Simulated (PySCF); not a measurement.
Molecule: Pyridine-N-Oxide (SMILES [O-][n+]1ccccc1).

Molfile (atoms numbered from 1):
```
C5H5NO
     RDKit          3D

 12 12  0  0  0  0  0  0  0  0999 V2000
    2.3901   -0.8231    0.0263 O   0  0  0  0  0  0  0  0  0  0  0  0
    1.2144   -0.4032   -0.0090 N   0  0  0  0  0  0  0  0  0  0  0  0
    0.1550   -1.2733   -0.0346 C   0  0  0  0  0  0  0  0  0  0  0  0
   -1.1505   -0.8236   -0.0768 C   0  0  0  0  0  0  0  0  0  0  0  0
   -1.4315    0.5418   -0.0942 C   0  0  0  0  0  0  0  0  0  0  0  0
   -0.3496    1.4206   -0.0662 C   0  0  0  0  0  0  0  0  0  0  0  0
    0.9454    0.9412   -0.0241 C   0  0  0  0  0  0  0  0  0  0  0  0
    0.4555   -2.3202   -0.0188 H   0  0  0  0  0  0  0  0  0  0  0  0
   -1.9511   -1.5658   -0.0965 H   0  0  0  0  0  0  0  0  0  0  0  0
   -2.4580    0.9083   -0.1286 H   0  0  0  0  0  0  0  0  0  0  0  0
   -0.4992    2.5022   -0.0772 H   0  0  0  0  0  0  0  0  0  0  0  0
    1.8409    1.5610   -0.0004 H   0  0  0  0  0  0  0  0  0  0  0  0
  1  2  1  0
  2  3  2  0
  3  4  1  0
  4  5  2  0
  5  6  1  0
  6  7  2  0
  7  2  1  0
  3  8  1  0
  4  9  1  0
  5 10  1  0
  6 11  1  0
  7 12  1  0
M  CHG  2   1  -1   2   1
M  END
```

Geometry PBE0-D3(BJ)/def2-SVP throughout; GIAO in PySCF 2.14.0 with density-fitted response routines, gas phase, one conformer, non-relativistic; equivalent atoms averaged; functional PBE0.

For orientation, def2-TZVP gives these absolute shieldings σ: O1 -122.8, N2 -77.4, C3/C7 41.7, C4/C6 55.5, C5 65.0, H8/H12 23.38, H9/H11 24.22, H10 24.59 ppm.

A run gave: O1 -232.3, N2 118.1, C3/C7 109.9, C4/C6 124.8, C5 138.6, H8/H12 25.03, H9/H11 25.65, H10 26.56 ppm (absolute shieldings σ).

Q: Which basis set was used in that run?
A. 6-311+G(2d,p)
B. STO-3G
C. 6-31G*
D. pcSseg-2
E. cc-pVTZ

A: B. C5 tells them apart best: STO-3G gives 138.6, cc-pVTZ gives 66.6, 6-31G* gives 83.2, 6-311+G(2d,p) gives 66.0, pcSseg-2 gives 58.4 ppm.
